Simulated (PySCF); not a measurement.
Trend along the fourth-period p block: MPb molecules

MP2 with double-zeta basis sets in PySCF, for the lowest determinant that a PBE0 search found; no spin–orbit coupling. De refers to high-spin ground-configuration atoms.

| M | basis | reference, frozen orbitals | state (unpaired electrons) | Re (Å) | ωe (cm⁻¹) | De (eV) |
| --- | --- | --- | --- | --- | --- | --- |
| Ga | def2-SVP | UHF, 13 | quartet (σ ↑, π ↑↑) | 2.710 | 173 | 1.82 |
| Ge | cc-pVDZ-PP | UHF, 8 | triplet (π ↑↑) | 2.666 | 206 | 1.97 |
| Se | def2-SVP | RHF, 13 | singlet (closed shell) | 2.440 | 287 | 3.95 |
| Br | def2-SVP | UHF, 13 | doublet (π ↑) | 2.637 | 218 | 3.05 |

(1) By what factor does the bond length vary along the series?

The rows differ in basis set, which adds steps of its own.

The state changes along the series, so neighbouring rows are not always alike in their bonding.

Correlated steps freeze the inner cores (8 to 13 orbitals); shallow outer-core shells are correlated. Correlated levels converge slowly with the basis: in double zeta they bind strong bonds too weakly, by up to about 1 eV, and carry superposition errors of some tenths. These are scalar-relativistic numbers at best; spin–orbit coupling would shift them, the dissociation energy most. Where the molecule has an RHF reference, its open-shell atoms are computed with UHF. States were picked by a PBE0 search and need not be the measured ground states.

Answers

(1) At MP2 it runs from 2.440 Å (PbSe) to 2.710 Å (GaPb), a factor of 1.11.
